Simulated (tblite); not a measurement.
Task: Write Cartesian coordinates for `O=C/C=C/[SiH]1SCCS1` as optimised with GFN2-xTB.

Result: 
```xyz
17
C5H8OS2Si angstrom
O      4.385    1.022   -0.393
C      3.653    0.218    0.121
C      2.241    0.030   -0.221
C      1.485   -0.911    0.349
Si    -0.331   -1.211   -0.027
S     -1.600   -0.711    1.639
C     -2.309    0.795    0.882
C     -2.578    0.593   -0.591
S     -1.036    0.193   -1.487
H      4.015   -0.464    0.917
H      1.843    0.692   -0.978
H      1.935   -1.549    1.100
H     -0.617   -2.586   -0.409
H     -1.609    1.614    1.046
H     -3.235    0.996    1.419
H     -3.286   -0.218   -0.757
H     -2.963    1.508   -1.040
```

Any rigid rotation of these coordinates is as good. Atoms count from 1 in this order. Of the pairs four or more bonds apart, H10···H12 is among the closest relative to their van der Waals radii: 2.35 Å, 98 % of the sum of Bondi's values. Si5 (SiH silicon) is distorted tetrahedral (angles from 100.4° to 113.2°). The 5-membered ring Si5–S6–C7–C8–S9 has internal angles of 95.0° to 111.3°; it is puckered, 0.23 Å rms from its mean plane, widest ring torsion 60°. The C–C distances run from 1.335 Å (C3=C4, drawn double) to 1.510 Å (C7–C8, drawn single), a spread of 0.175 Å.

Bonds between heavy atoms (Å): O1=C2 1.203, C2–C3 1.465, C3=C4 1.335, C4–Si5 1.879, Si5–S6 2.153, S6–C7 1.829, C7–C8 1.510, C8–S9 1.827, Si5–S9 2.145.

Computed geometry: GFN2-xTB, gas phase.

Point group: C1 (no symmetry element, even within 0.4 Å). Its GFN2-xTB frequencies are all real (lowest 26 cm⁻¹). One conformer, not necessarily the lowest (O1–C2–C3–C4 178°, C3–C4–Si5–S6 -112°, C4–Si5–S6–C7 108°, Si5–S6–C7–C8 39°, S6–C7–C8–S9 -60°, C7–C8–S9–Si5 44°). 2 starts were optimised and ended at 0.00 and 0.58 kcal/mol (GFN2-xTB); the lowest of these is shown.
